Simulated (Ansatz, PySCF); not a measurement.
Reaction R1 + R2 → P1, each structure at its B3LYP-D3(BJ)/def2-TZVP stationary point, reached from a drawn start (curvature not checked).
R1: H2 (SMILES [H][H]), charge 0, multiplicity 1.
R2: SiH2 (SMILES [SiH2]), charge 0, multiplicity 1.
P1: SiH4 (SMILES [SiH4]), charge 0, multiplicity 1.

P less R. No zero-point or thermal terms.

Frozen-core correlation throughout. CBS(a, b) extrapolates the correlation energy as X⁻³ and adds the Hartree–Fock energy of set b.

Codes used: Ansatz (a quantum-chemistry and plane-wave program) with Gaussian orbitals; PySCF for the D3/D4 terms. Each number belongs to the level named beside it.

| level | reaction energy (kcal/mol) |
|---|---|
| HF/cc-pV(D+d)Z | -62.39 |
| BLYP-D3(BJ)/def2-TZVPP | -57.74 |
| revPBE/def2-TZVPP | -57.99 |
| B3LYP/def2-TZVPP | -60.01 |
| MP2/cc-pV(D+d)Z | -63.14 |
| MP2/CBS(cc-pV(T+d)Z, cc-pV(Q+d)Z) | -64.70 |
| CCSD(T)/cc-pV(D+d)Z | -59.39 |
| CCSD(T)/cc-pV(Q+d)Z | -61.21 |
| CCSD(T)/CBS(cc-pV(T+d)Z, cc-pV(Q+d)Z) | … |

Complete the blanks.


- CCSD(T)/CBS(cc-pV(T+d)Z, cc-pV(Q+d)Z), reaction energy (kcal/mol): -61.84
